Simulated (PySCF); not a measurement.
Potential energy of MgBr along the bond

Set-up: Mg x2c-TZVPPall, Br x2c-TZVPPall; spin-free X2C with a Gaussian nucleus (PySCF 2.14). Energies in eV from Mg + Br in their ground configurations at the same level. State: ²Σ⁺ (doublet), unpaired electrons σ ↑.

| R (Å) | PBE |
| --- | --- |
| 2.036 | -2.035 |
| 2.130 | -2.475 |
| 2.225 | -2.721 |
| 2.296 | -2.813 |
| 2.367 | -2.846 |
| 2.438 | -2.834 |
| 2.533 | -2.767 |
| 2.651 | -2.629 |
| 2.793 | -2.417 |
| 2.982 | -2.107 |

Q: Put a parabola through the three lowest points of the PBE curve and estimate Re, k and ωe (reduced mass 18.39 u; 1 eV/Å² = 0.16022 mdyn/Å; ωe = 1302.8·√(k/μ) cm⁻¹).

A: Through R = 2.296, 2.367, 2.438 Å the second-order coefficient is 4.46 eV/Å², so Re ≈ 2.384 Å, k ≈ 1.43 mdyn/Å and ωe ≈ 363 cm⁻¹. A polynomial fit of higher order to the unrounded PBE energies gives Re = 2.381 Å, k = 1.34 mdyn/Å, ωe = 352 cm⁻¹; anharmonicity and rounding make the difference.

The higher-order fit for each curve: PBE: Re = 2.381 Å, ωe = 352 cm⁻¹, De = 2.85 eV.

Spin–orbit coupling is left out. The state was picked by a PBE0 search and need not be the measured ground state.
